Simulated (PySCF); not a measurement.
# From computed data to an observable: refractive index and permittivity of the vapour

C4H4OSe, SMILES O=C1[Se]CC1=C.

Coordinates come from a PBE0-D3(BJ)/def2-SVP optimisation. The structure was generated by enumeration, and PubChem lists no compound with its InChIKey, so it may never have been made.

PBE/def2-TZVP (PySCF) gives a mean static polarisability of 78.4 bohr³ and a dipole moment of 3.35 D. Take an ideal gas at 298.15 K and 0.01 bar, whether or not the substance is that volatile.

Question: Work out n − 1 in the optical limit and the static ε − 1.

Answer: 
Polarisability volume α' = 78.4 × 0.148185 = 11.62 Å³. Number density N = p/kT = 2.43e-7 Å⁻³.
Dilute limit of Lorentz–Lorenz: n − 1 = 2π N α' = 1.8e-5.
Orientation term of Debye: μ²/(3kT) = 8.098 Å³ × μ²(D²) = 90.88 Å³.
ε − 1 = 4π N (α' + μ²/3kT) = 0.00031. Orientation of the dipole supplies 89 % of the static response; it can't follow optical fields. Vibrational polarisation and dispersion are left out.
